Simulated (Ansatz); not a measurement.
Abridged output of a molecular run in Ansatz:

```
Functional definition: HF
965 factors; integrals over basis functions are off by at most 1.2e-3 eV
mean field evaluation 1: about -12896.8801 eV, gradient 2.3e1 eV
mean field evaluation 2: about -12896.9997 eV, gradient 2.3e1 eV
mean field evaluation 4: about -12898.3572 eV, gradient 3.2e0 eV
mean field evaluation 8: about -12898.3829 eV, gradient 1.1e-1 eV
mean field -12898.38295373 eV, -474.0068307116 hartree, gradient 1.5e-6 eV, S^2 0.000000; 0 other end points of the search recorded, 0 dependent functions left out
7 core orbitals not correlated: weight in the atoms' cores, before any rotation towards them, 1.000 or more for the frozen orbitals, at most 0.000 for the correlated occupied ones
reference -12898.38295373 eV, -474.0068307116 hartree; 18, 18 occupied and 63, 63 virtual orbitals, 965 factors
second order -15.93660285 eV of doubles, -0.00000000 eV of singles
cycle   1  -16.44009592 eV  change   -5.0e-1 eV  update   8.4e-2
cycle   2  -16.80810824 eV  change   -3.7e-1 eV  update   2.4e-2
cycle   3  -16.89359379 eV  change   -8.5e-2 eV  update   1.1e-2
cycle   4  -16.89413416 eV  change   -5.4e-4 eV  update   2.5e-3
cycle   5  -16.89375014 eV  change    3.8e-4 eV  update   1.1e-3
cycle   6  -16.89403839 eV  change   -2.9e-4 eV  update   3.1e-4
cycle   7  -16.89401098 eV  change    2.7e-5 eV  update   1.2e-4
cycle   8  -16.89397872 eV  change    3.2e-5 eV  update   4.6e-5
cycle   9  -16.89397662 eV  change    2.1e-6 eV  update   2.0e-5
perturbative correction -0.41326508 eV, -0.0151872117 hartree
Total energy: -12915.69019543 eV, -474.6428601129 hartree
```

Its atoms:

Cartesian coordinates in Å:
```
F -0.562 -0.909 1.529
C -0.052 0.138 0.780
C -0.020 -0.283 -0.665
I 0.763 1.312 -1.848
H -0.696 1.008 0.927
H 0.951 0.365 1.150
H 0.633 -1.138 -0.824
H -1.016 -0.494 -1.048
```

**Question.** Which basis set was used?
A. def2-SVP
B. def2-TZVPPD
C. def2-TZVPP
D. cc-pV(Q+d)Z

**Answer.** A. It gives 88 functions.

**Question.** Write the keys of the input that set method, charge and spin (a neutral closed shell needs none for the last two).

**Answer.** 
```yaml
correlation: {method: ccsd_t}
```
